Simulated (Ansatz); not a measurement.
Compare A (`CC#[N+][GaH3-]`) with its isomer B (`C=[N][GaH][CH3]`).

Computed with Ansatz on PBE0-D4/def2-TZVP structures; ΔE is electronic, products minus reactants. CCSD(T)/CBS adds triple-zeta CCSD(T) − MP2 to the extrapolated MP2 energy (def2 sets, frozen cores). DFT in def2-TZVPP. B3LYP here is the variant with VWN-RPA as its local correlation; programs differ in this. For Ga outer-core shells are correlated without core-valence functions, which leaves a few kJ/mol of doubt a bond. Scalar relativity is left out up to krypton. One conformer a species, not always the lowest.

A:

```xyz
10

C    -1.914    0.740    0.914
C    -0.685    0.264    0.325
N     0.289   -0.113   -0.141
Ga    2.114   -0.817   -1.010
H    -2.740    0.092    0.616
H    -1.827    0.734    2.002
H    -2.115    1.757    0.576
H     2.207    0.233   -2.184
H     1.633   -2.280   -1.352
H     3.038   -0.610    0.252
```

B:

Z-matrix (Å, degrees):
```
C
Ga 1 1.959
H 1 1.090 2 111.0
H 1 1.092 2 110.5 3 120.9
H 1 1.093 2 110.3 3 -120.6
N 2 1.816 1 116.7 3 -4.0
H 2 1.561 1 128.2 3 -175.8
C 6 1.244 2 156.7 1 93.0
H 8 1.102 6 121.5 2 -179.2
H 8 1.102 6 123.8 2 0.8
```

(1) Which isomer does CCSD(T)/CBS put lower? Give the gap. (Best estimate.)

(2) Give E(B) − E(A) in kJ/mol with PBE0-D4, B2PLYP, HF/def2-TZVPP, B3LYP-D4, ωB97M-V, CCSD(T)/def2-TZVPP, CCSD/def2-TZVPP. (An estimate is asked.)

Largest T1 diagnostic: 0.015.

Results:

(1) Computed: B, by 21.3 kJ/mol.

(2) Ansatz gave: PBE0-D4 -28.4, B2PLYP -13.8, HF/def2-TZVPP 7.3, B3LYP-D4 -20.5, ωB97M-V -16.5, CCSD(T)/def2-TZVPP -12.0, CCSD/def2-TZVPP -10.3. The order is the other way round with HF/def2-TZVPP.

In def2-TZVPP, CCSD(T) changes the Hartree–Fock value by −19.3 kJ/mol (the triples alone add −1.7 kJ/mol) and MP2 by −17.2 kJ/mol.
